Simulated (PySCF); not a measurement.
C7H9O (doublet state).
Structure used (GFN2-xTB), in Å, numbered top down from 1:
```xyz
17
C7H9O angstrom
C     -1.7768   -1.6243   -0.6160
C     -1.2729   -0.4114   -0.7555
C     -0.4488    0.2795    0.2838
C     -0.9997    1.6666    0.6106
C      0.9725    0.4316   -0.2634
C      2.0103   -0.0971    0.2716
C      2.9721   -0.7530    1.0202
O      3.5985   -0.2798    1.9649
H     -2.3732   -2.0854   -1.3844
H     -1.6179   -2.2044    0.2781
H     -1.4386    0.1517   -1.6650
H     -0.4093   -0.3259    1.1926
H     -1.0461    2.2852   -0.2834
H     -0.3666    2.1599    1.3443
H     -2.0032    1.5751    1.0214
H      1.0292    1.0354   -1.1621
H      3.1635   -1.7917    0.6785
```

The hyperfine couplings belong to this conformer and change with its torsions.

As a line formula: `C=C[C@H](C)/C=[C]\C=O` [radical].

Theory: UKS B3LYP, pcH-1 on C H O, non-relativistic, mean-field spin-orbit, GIAO in PySCF. One conformer (not necessarily the lowest) at the GFN2-xTB geometry, without solvent, vibrations or thermal averaging. Couplings are sensitive to structure, and on GFN2-xTB geometries they can be far from those on DFT ones. Stability of the SCF solution: not tested.

What is the g tensor, term by term?

| Δg (ppt) | 1 | 2 | 3 |
| --- | --- | --- | --- |
| relativistic mass correction | -0.21 | -0.21 | -0.21 |
| gauge correction | -0.01 | 0.04 | 0.04 |
| orbital Zeeman/spin–orbit | -0.03 | 2.30 | 7.47 |
| total | -0.24 | 2.13 | 7.31 |

So g = 2.00208, 2.00445, 2.00962 and g_iso = 2.00538; the tensor is rhombic: the two nearest values differ by 31 % of g3 − g1. Axes: g3 points within 4° of the C7–O8 bond.

Average each term over the three axes. Which is largest in size?

The orbital-Zeeman/spin–orbit term 3.25, the mass correction -0.21 and the gauge correction 0.02 ppt, for a total of 3.06 ppt. The orbital-Zeeman/spin–orbit term is the largest in size. The mass correction is the same along every axis, so the anisotropy comes from the other two: their spans along these axes are 0.05 (gauge) and 7.50 ppt (orbital Zeeman/spin–orbit).

At 93.735 GHz, how far is the centre of the isotropic spectrum from where a free electron (g = 2.002319) resonates?

B = hν/(g μB) with μB/h = 13.99624 MHz/mT gives 3344.70 mT for the free electron and 3339.59 mT at g_iso, 5.11 mT lower.

What are the electron Larmor frequencies g μB B/h along the three axes at 3350 mT?

93.8722, 93.9833, 94.2261 GHz for g1, g2 and g3, a range of 353.9 MHz.

In a frozen sample, at which fields do the three g values resonate at 9.5, 34, 94 and 263 GHz (hyperfine left aside), and which band first spreads them over more than twice a line width of 0.5 mT?

```
band    GHz  B(g3) mT  B(g2) mT  B(g1) mT  spread mT
   X    9.5    337.75    338.62    339.02       1.27
   Q   34.0   1208.79   1211.92   1213.35       4.56
   W   94.0   3341.96   3350.59   3354.56      12.60
   J  263.0   9350.38   9374.54   9385.64      35.26
```

The spread grows in proportion to the frequency. X band is the first where it exceeds 1.0 mT.

The Mulliken spin populations are largest on C6 (+0.74), O8 (+0.38), C5 (-0.13) and C7 (-0.11).

The HOMO–LUMO gaps are 5.96 eV among the α and 3.60 eV among the β orbitals.

Hardware: one thread, Arm Neoverse V1 (aarch64), shared host. Cost: 87 s (grids of density and orbitals included), 0.97 GiB resident at most.
